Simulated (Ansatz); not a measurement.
Input for Ansatz (a first-principles code): R-CCSD(T)/cc-pVTZ on NH3 (SMILES N).

Ansatz 0.2 input:
```yaml
crystal:
  periodic: [false, false, false]
  atoms:
    - {symbol: N, position_ang: [-0.00000000, -0.00002154, 0.27906895]}
    - {symbol: H, position_ang: [0.00000000, 0.94280475, -0.09306203]}
    - {symbol: H, position_ang: [0.81651493, -0.47144161, -0.09305346]}
    - {symbol: H, position_ang: [-0.81651493, -0.47144161, -0.09305346]}
basis:
  gaussian:
    orbitals: cc-pVTZ
magnetization: {spin_polarized: false}
correlation: {method: ccsd_t, electrons: outside_noble_gas}
scf: {lower_state_search: off}
```

Task: Predict the final total energy.

Result: -56.4730 hartree (reference determinant -56.2177, T1 diagnostic 0.006).
